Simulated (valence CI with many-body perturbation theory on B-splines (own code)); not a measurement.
Ba16+: calculated level list

Level of theory: valence CI with perturbative core correlation (CI+MBPT): four valence electrons over a frozen Dirac-Fock core [Kr], radial functions for each j: 7 s, 7 p, 8 d, 6 f, 4 g, 1 h, with the one-electron correlation potential Σ1 (screened to all orders), the two-electron term Σ2, the three-electron term Σ3, Breit, model QED; selected single and double excitations, second order for the rest, scaled by the run's own slope (own B-spline code, finite nucleus).

No measured spectrum was set against this ion. As an estimate, terms of the open shell hold to 2 to 4 % of their energy, and close levels can change places. Only levels of the ground parity were solved; by the run's estimate the other parity begins above the list, which can be wrong where configurations are misplaced.

Levels 1 to 32 of 32, with energies above the lowest level, 4d⁴ ⁵D_0. "Leading %" is the weight of the configuration and term that name the level; weights of strongly mixed levels are sums over their largest components and can fall short, so below about 35 % the name and the second component can differ from the true leading terms, or belong to a minority configuration. In the jj column 3d3/2^4 stands for four electrons in 3d with j = 3/2. Lifetimes count E1, E2, E3, M1 and M2 decay at the calculated energies, and are blank where another channel may lead or the interval is too uncertain; long ones can be off by a factor of two.

```csv
No.,Configuration,Term,J,E (cm⁻¹),Leading %,Leading jj,Lifetime,g
1,4d⁴,⁵D,0,0.0,61,4d3/2^4 (79 %),,
2,4d⁴,⁵D,1,11714,83,4d3/2^3 4d5/2 (85 %),15.8 ms,1.498
3,4d⁴,⁵D,2,21228,90,4d3/2^2 4d5/2^2 (56 %),24.8 ms,1.466
4,4d⁴,⁵D,3,28240,83,4d3/2^2 4d5/2^2 (49 %),73.1 ms,1.438
5,4d⁴,⁵D,4,32121,58,4d3/2^3 4d5/2 (56 %),866 ms,1.346
6,4d⁴,³P,0,46443,46,4d3/2^2 4d5/2^2 (74 %),926 μs,
7,4d⁴,³H,4,48586,54,4d3/2^2 4d5/2^2 (54 %),7.65 ms,1.009
8,4d⁴,³G,3,57125,64,4d3/2^2 4d5/2^2 (51 %),3.52 ms,0.903
9,4d⁴,³F,2,59754,62,4d3/2^2 4d5/2^2 (54 %),2.19 ms,0.850
10,4d⁴,³H,5,60420,75,4d3/2^2 4d5/2^2 (98 %),11.9 ms,1.074
11,4d⁴,³P,1,62761,72,4d3/2^2 4d5/2^2 (70 %),1.46 ms,1.342
12,4d⁴,³H,6,65569,70,4d3/2^2 4d5/2^2 (90 %),614 ms,1.116
13,4d⁴,³G,4,71589,64,4d3/2^2 4d5/2^2 (79 %),8.11 ms,1.027
14,4d⁴,³D,2,74155,45,4d3/2^2 4d5/2^2 (81 %),10.1 ms,1.215
15,4d⁴,³D,3,76805,44,4d3/2^2 4d5/2^2 (66 %),3.88 ms,1.181
16,4d⁴,³F,4,77384,46,4d3/2 4d5/2^3 (49 %),1.61 ms,1.155
17,4d⁴,³F,3,84606,41,4d3/2 4d5/2^3 (78 %),1.23 ms,1.090
18,4d⁴,³G,5,89734,75,4d3/2 4d5/2^3 (98 %),3.20 ms,1.157
19,4d⁴,³P,2,90548,38,4d3/2 4d5/2^3 (52 %),1.13 ms,1.147
20,4d⁴,³D,1,93431,82,4d3/2 4d5/2^3 (79 %),906 μs,0.677
21,4d⁴,¹I,6,93938,70,4d3/2 4d5/2^3 (90 %),2.93 ms,1.048
22,4d⁴,¹G,4,104320,43,4d3/2^2 4d5/2^2 (56 %),2.34 ms,1.096
23,4d⁴,³P,2,106930,46,4d3/2^2 4d5/2^2 (61 %),1.49 ms,1.212
24,4d⁴,¹S,0,107140,71,4d3/2 4d5/2^3 (81 %),1.06 ms,
25,4d⁴,¹F,3,112020,58,4d3/2 4d5/2^3 (82 %),1.53 ms,1.064
26,4d⁴,³P,2,118930,53,4d3/2^2 4d5/2^2 (55 %),1.60 ms,1.164
27,4d⁴,³F,4,128760,59,4d5/2^4 (62 %),633 μs,1.154
28,4d⁴,³F,3,132950,76,4d3/2 4d5/2^3 (96 %),1.89 ms,1.068
29,4d⁴,³F,2,132970,44,4d5/2^4 (47 %),960 μs,0.938
30,4d⁴,³P,1,134450,97,4d3/2 4d5/2^3 (92 %),964 μs,1.480
31,4d⁴,³P,0,140830,81,4d3/2^2 4d5/2^2 (50 %),,
32,4d⁴,¹G,4,141540,73,4d3/2 4d5/2^3 (84 %),988 μs,1.055
```

Names give the largest LS component (configuration and term), which can be under half, so a name can repeat, a term be missing and a line seem to break the LS rules; names also repeat where a configuration has a term twice.

The ionisation energy to 4d³ ⁴F3/2 of the next ion comes out as 423.54 eV (NIST: 422 ± 3 eV (theoretical)). All 32 levels together are meant to be complete up to 146490 cm⁻¹.
